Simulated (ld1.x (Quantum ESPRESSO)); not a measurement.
oxygen (O): variants of one TM potential

Base potential:

* Element: O
* Generator: ld1.x (Quantum ESPRESSO) 7.5
* Type: norm-conserving Troullier–Martins (Kleinman–Bylander form)
* Functional: BP86
* Relativity: non-relativistic
* Frozen core: [He]
* Valence charge: 6
* Reference configuration: 2s1 2p5
* Partial waves: 2s (bound): rc 0.80 bohr; 2p (bound): rc 1.75 bohr
* Local potential: the p channel
* Core correction: none

All-electron outer shells of the reference configuration (BP86, non-relativistic, ld1.x):

```csv
shell,level (eV),outermost node (bohr),outermost maximum (bohr)
2s,-24.47,0.28,0.87
2p,-9.56,–,0.82
```

Cutoffs, loose and tight: the cutoffs (Ry, on a coarse ladder) from which the occupation-weighted sum of valence levels, in a spherical-Bessel basis at the reference potential, stays within 10 and 1 mRy of its value at 400 Ry. They do not see the model core or the augmentation charge, which bear on the density cutoff. Test errors are all-electron minus pseudo excitation energies from the reference, over the configurations 2s2 2p4; 2s2 2p3; 2s2 2p2; 2s1 2p4; 2s2 2p0; 2s2 2p4.3; 2s2 2p3.5. A dash means not determined; rows that change the core or the reference have their own tests.

```tsv
change	outcome	cutoff, loose	cutoff, tight	bound ghosts	largest test error (meV)
base	generated	70 Ry	180 Ry	none	+4800
core correction a·sin(br)/r model core inside 0.32 bohr	generated	70 Ry	180 Ry	none	+4787
core correction a·sin(br)/r model core inside 0.44 bohr	generated	70 Ry	180 Ry	none	+4798
core correction a·sin(br)/r model core inside 0.48 bohr	generated	70 Ry	180 Ry	none	+4783
core correction a·sin(br)/r model core inside 0.60 bohr	generated	70 Ry	180 Ry	none	+4756
core correction a·sin(br)/r model core inside 0.70 bohr	generated	70 Ry	180 Ry	none	+4776
core correction a·sin(br)/r model core inside 0.80 bohr	generated	70 Ry	180 Ry	none	+4789
core correction a·sin(br)/r model core inside 0.86 bohr	generated	70 Ry	180 Ry	none	+4793
core correction a·sin(br)/r model core inside 0.96 bohr	generated	70 Ry	180 Ry	none	+4797
```
